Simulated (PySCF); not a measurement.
# How methods differ on the ionisation energy of Pd(13+)

Pd(13+) [Ar] 3d10 4s2 4p3 [4p1/2^2 4p3/2^1, M_J = 3/2] → Pd(14+) [Ar] 3d10 4s2 4p2 [4p1/2^2, M_J = 0], as a difference of total energies. Computed with PySCF 2.14 in an uncontracted even-tempered set (18 s from 0.58 bohr⁻², ratio 2.8; 14 p from 0.75 bohr⁻², ratio 2.8; 9 d from 1.3 bohr⁻², ratio 2.8; 4 f from 4.9 bohr⁻², ratio 3), with the two-component X2C-1e Hamiltonian. Correlated levels: [Ne] frozen; the 80 highest virtual spinors dropped. "Screened" scales the spin-orbit matrix elements by Boettger's factors to mimic the two-electron term; Breit and QED terms are absent.

```tsv
method	ionisation energy (eV)
GHF (screened spin-orbit)	312.23
GMP2 (screened spin-orbit)	312.61
```

Task: How much does correlation contribute at GMP2 (screened spin-orbit)?

Result: 312.61 − (312.23) = 0.38 eV, measured against GHF (screened spin-orbit).

Breit and QED terms and the two-electron picture change are absent.

The labels give the starting determinants; with spin-orbit coupling the two ends relaxed to ⟨J²⟩ = 3.77, ⟨L²⟩ = 0.60, ⟨S²⟩ = 3.04 and ⟨J²⟩ = 0.00, ⟨L²⟩ = 1.34, ⟨S²⟩ = 1.34.

For comparison: 311 ± 3 eV (theoretical estimate listed by NIST; NIST Atomic Spectra Database, ionization energies).
